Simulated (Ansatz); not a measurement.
CH$_{8}$GeO$_{3}$Si (`C[SiH](O)[O][GeH2][OH]`). Total charge 0; spin multiplicity 1. All single points use the PBE0-D4/def2-TZVP geometry. It is one conformer, not always the lowest.

```xyz
14

C     0.431    0.312    1.965
Si   -0.485    0.906    0.473
O    -1.742   -0.158    0.239
O     0.468    0.925   -0.854
Ge    0.832   -0.448   -1.923
O     0.363   -1.932   -1.080
H     1.315    0.928    2.147
H    -0.202    0.345    2.854
H     0.760   -0.720    1.814
H    -1.035    2.277    0.636
H    -2.525    0.188   -0.191
H     0.010   -0.241   -3.207
H     2.345   -0.524   -2.137
H    -0.535   -1.858   -0.736
```

Q: What is the dipole moment at B3LYP/def2-TZVPP? (An estimate is asked.)

A: Computed: 1.58 D, with components (-1.21, 0.91, -0.45) D in this frame, pointing from negative to positive charge.

Q: And with PBE, r2SCAN, ωB97M-V? (Best estimate.)

A: Computed: PBE 1.47 D, r2SCAN 1.51 D, ωB97M-V 1.57 D.

Q: Give the Mulliken charges with B3LYP, r2SCAN, PBE in def2-TZVPP. (Estimate.)

A: The calculation gave: 
| atom | B3LYP | r2SCAN | PBE |
| --- | --- | --- | --- |
| C1 | -0.38 | -0.30 | -0.36 |
| Si2 | 0.63 | 0.64 | 0.51 |
| O3 | -0.44 | -0.46 | -0.39 |
| O4 | -0.48 | -0.49 | -0.40 |
| Ge5 | 0.56 | 0.57 | 0.49 |
| O6 | -0.43 | -0.44 | -0.39 |
| H7 | 0.10 | 0.07 | 0.10 |
| H8 | 0.10 | 0.07 | 0.10 |
| H9 | 0.11 | 0.08 | 0.10 |
| H10 | -0.11 | -0.11 | -0.10 |
| H11 | 0.19 | 0.21 | 0.19 |
| H12 | -0.03 | -0.04 | -0.04 |
| H13 | -0.01 | -0.01 | -0.01 |
| H14 | 0.19 | 0.20 | 0.19 |

B3LYP here is the variant with VWN-RPA as its local correlation; programs differ in this.
